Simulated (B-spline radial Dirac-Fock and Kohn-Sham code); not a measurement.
Magnetic form factor of the 3d shell of Te³³⁺

System: tellurium as Te³³⁺ in the configuration [Ar] 3d1.

Input of the calculation (task.json; shells as n, l, electrons):

```json
{"items": [{
  "Z": 52,
  "q": 33,
  "cfg": [[1, 0, 2], [2, 0, 2], [2, 1, 6], [3, 0, 2], [3, 1, 6], [3, 2, 1]],
  "A": 130,
  "rrms": 4.7423,
  "do": ["scatter"],
  "s": [0.0, 0.05, 0.1, 0.15, 0.2, 0.25, 0.3, 0.35, 0.4, 0.45, 0.5, 0.6, 0.7, 0.8, 0.9, 1.0, 1.1, 1.2, 1.4, 1.6, 1.8, 2.0, 2.5, 3.0, 3.5, 4.0, 5.0, 6.0],
  "pz": [0, 0.1, 0.2, 0.3, 0.4, 0.5, 0.6, 0.8, 1.0, 1.2, 1.4, 1.6, 1.8, 2.0, 2.5, 3.0, 4.0, 5.0, 7.0, 10.0, 15.0, 20.0, 30.0, 40.0, 60.0, 100.0],
  "hv_scatter": [1000, 5000, 10000, 30000, 50000, 100000, 200000, 500000]
}]}
```

Launch: `python xray_run.py task.json out`

Calculated with a radial atomic solver, using configuration-average Dirac-Fock orbitals. ⟨j_K⟩ is the integral of the 3d radial density with the spherical Bessel function j_K(4πsr), s = sin θ/λ.

```tsv
s (Å⁻¹)	⟨j0⟩	⟨j2⟩	⟨j4⟩
0	1.0000	0.0000	0.0000
0.05	0.9986	0.0006	0.0000
0.1	0.9944	0.0022	0.0000
0.15	0.9874	0.0050	0.0000
0.2	0.9777	0.0089	0.0000
0.25	0.9654	0.0137	0.0001
0.3	0.9505	0.0196	0.0002
0.35	0.9333	0.0263	0.0003
0.4	0.9138	0.0338	0.0005
0.45	0.8921	0.0421	0.0008
0.5	0.8686	0.0510	0.0012
0.6	0.8163	0.0703	0.0023
0.7	0.7586	0.0909	0.0040
0.8	0.6970	0.1120	0.0065
0.9	0.6330	0.1327	0.0098
1	0.5683	0.1524	0.0140
1.1	0.5041	0.1704	0.0189
1.2	0.4417	0.1862	0.0247
1.4	0.3261	0.2100	0.0383
1.6	0.2268	0.2223	0.0534
```

Radial moments of the shell: ⟨r²⟩ = 0.07650, ⟨r⁴⟩ = 0.009821, ⟨r⁶⟩ = 0.001905 in powers of bohr.
